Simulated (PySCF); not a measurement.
**How exact exchange moves a shielding**

Molecule: `C/C([SiH3])=C\F`, C$_{3}$H$_{7}$FSi.

Atoms are numbered as in `[CH3:1]/[C:2]([SiH3:3])=[CH:4]\[F:5]`. Each H is labelled by its parent atom.

GIAO shieldings (ppm, equivalent atoms averaged) in PySCF on the PBE0-D3(BJ)/def2-SVP geometry, basis pcSseg-2, gas phase, non-relativistic:

| functional | exact exchange (%) | σ(C1) | σ(Si3) | σ(F5) |
| --- | --- | --- | --- | --- |
| BLYP | 0 | 162.1 | 383.4 | 247.9 |
| BP86 | 0 | 166.0 | 393.6 | 246.4 |
| PBE | 0 | 166.4 | 395.3 | 243.9 |
| B3LYP | 20 | 166.6 | 394.3 | 268.7 |
| PBE0 | 25 | 171.5 | 408.3 | 269.6 |
| BHandHLYP | 50 | 172.3 | 410.7 | 295.3 |
| HF | 100 | 180.2 | 441.6 | 329.3 |

(1) Fit each shielding as a line in the percentage of exact exchange.

(2) What does the line predict for mPW1PW91 (25 %), and what does the run give?

Results:

(1) σ(C1) = 165.0 + 0.15 x (rms 1.7 ppm); σ(Si3) = 390.0 + 0.50 x (rms 5.0 ppm); σ(F5) = 248.0 + 0.85 x (rms 3.2 ppm). The functionals also differ in their semilocal parts, which the line can't hold; Hartree–Fock has no correlation at all.

(2) σ(C1): 168.8 predicted, 170.7 computed; σ(Si3): 402.5 predicted, 406.6 computed; σ(F5): 269.2 predicted, 270.3 computed ppm.
